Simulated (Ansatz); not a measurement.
Abridged output of a molecular run in Ansatz:

```
Functional definition: HF
1264 factors; integrals over basis functions are off by at most 1.2e-3 eV
mean field evaluation 1: about -52161.4035 eV, gradient 3.3e1 eV
mean field evaluation 2: about -52161.5768 eV, gradient 3.3e1 eV
mean field evaluation 4: about -52164.0872 eV, gradient 3.8e0 eV
mean field evaluation 8: about -52164.1342 eV, gradient 2.9e-1 eV
mean field -52164.13443738 eV, -1916.9965824534 hartree, gradient 9.1e-6 eV, S^2 0.000000; 0 other end points of the search recorded, 0 dependent functions left out
12 core orbitals not correlated: weight in the atoms' cores, before any rotation towards them, 1.000 or more for the frozen orbitals, at most 0.000 for the correlated occupied ones
reference -52164.13443738 eV, -1916.9965824534 hartree; 14, 14 occupied and 173, 173 virtual orbitals, 1264 factors
second order -27.03993681 eV of doubles, -0.00000000 eV of singles
cycle   1  -25.45386874 eV  change     1.6e0 eV  update   1.4e-1
cycle   2  -26.28080378 eV  change   -8.3e-1 eV  update   5.0e-2
cycle   3  -26.45112176 eV  change   -1.7e-1 eV  update   2.3e-2
cycle   4  -26.41092917 eV  change    4.0e-2 eV  update   6.1e-3
cycle   5  -26.40718947 eV  change    3.7e-3 eV  update   2.6e-3
cycle   6  -26.41019069 eV  change   -3.0e-3 eV  update   1.2e-3
cycle   7  -26.40970583 eV  change    4.8e-4 eV  update   4.5e-4
cycle   8  -26.40953312 eV  change    1.7e-4 eV  update   1.5e-4
cycle   9  -26.40965065 eV  change   -1.2e-4 eV  update   4.8e-5
cycle  10  -26.40966621 eV  change   -1.6e-5 eV  update   1.8e-5
perturbative correction -0.97637147 eV, -0.0358809896 hartree
Total energy: -52191.52047506 eV, -1918.0030007751 hartree
```

Its atoms:

Cartesian coordinates in Å:
```
B -0.159 0.095 -0.800
C 0.804 -0.420 0.247
O -0.308 -1.170 -0.416
Zn -2.112 1.763 1.262
H -0.645 0.824 -1.595
H 1.783 -0.812 -0.010
H 0.637 -0.280 1.312
```

(1) Which basis set was used?
A. def2-TZVPP
B. def2-SVP
C. def2-QZVPP
D. def2-TZVPPD

(2) Write the keys of the input that set method, charge and spin (a neutral closed shell needs none for the last two).

Results:

(1) A. It gives 199 functions.

(2) 
```yaml
correlation: {method: ccsd_t, frozen_orbitals: {B: 1, C: 1, H: 0, O: 1, Zn: 9}}
```
